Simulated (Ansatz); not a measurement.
`C[AsH]C` + `F[SiH](F)[AlH2]` → `C[AsH][AlH2]` + `C[SiH](F)F` at 500 K and 1 bar (redistribution).

Isolated molecules relaxed with PBE0-D4/def2-TZVP in Ansatz; ΔE leaves out vibrations. CCSD(T)/CBS adds triple-zeta CCSD(T) − MP2 to the extrapolated MP2 energy (def2 sets, frozen cores). For As outer-core shells are correlated without core-valence functions, which leaves a few kJ/mol of doubt a bond. Scalar relativity is left out up to krypton.

| species | CCSD(T)/CBS energy (Eh) | H − E (kJ/mol) | S (J/(mol·K)) |
| --- | --- | --- | --- |
| `C[AsH]C` | -2315.32263 | 252.6 | 361.5 |
| `F[SiH](F)[AlH2]` | -732.58614 | 114.4 | 397.3 |
| `C[AsH][AlH2]` | -2518.67463 | 195.4 | 394.9 |
| `C[SiH](F)F` | -529.27654 | 171.3 | 356.1 |

H − E and S are ideal-gas, rigid-rotor, harmonic terms from PBE0-D4/def2-TZVP, for one conformer and one mirror image of each species. 1 Eh = 2625.50 kJ/mol, R = 8.31446 J/(mol·K).

Task: By hand: ΔE, ΔH, ΔS and ΔG.

Result: ΔE = (-2518.67463) + (-529.27654) − (-2315.32263) − (-732.58614) = -0.04240 Eh = -111.3 kJ/mol. Δ(H − E) = 195.4 + 171.3 − 252.6 − 114.4 = -0.3, so ΔH = -111.6 kJ/mol. ΔS = 394.9 + 356.1 − 361.5 − 397.3 = -7.8 J/(mol·K). ΔG = -111.6 − 500 × (-7.8)/1000 = -107.7 kJ/mol.

Task: By hand: the equilibrium constant, and the temperature at which ΔG would vanish if ΔH and ΔS stayed fixed.

Result: log₁₀ K = −ΔG/(RT ln 10) = 11.3. ΔG = 0 at ΔH/ΔS = 14308 K, far beyond where these terms or the molecules hold.

The number of gas molecules stays the same, so ΔS is small and ΔH decides. A doubt of 5 kJ/mol in ΔE shifts log₁₀ K by 0.5 here. Other conformers and mirror images would add mixing entropy, several J/(mol·K) or more a flexible species. Modes under 60 cm⁻¹, often nearly free rotors, make the harmonic entropy too high. These are equilibria of isolated gas molecules and say nothing of rates. Largest T1 diagnostic: 0.012 (customary marks: 0.02 for closed shells, 0.045 for open ones).
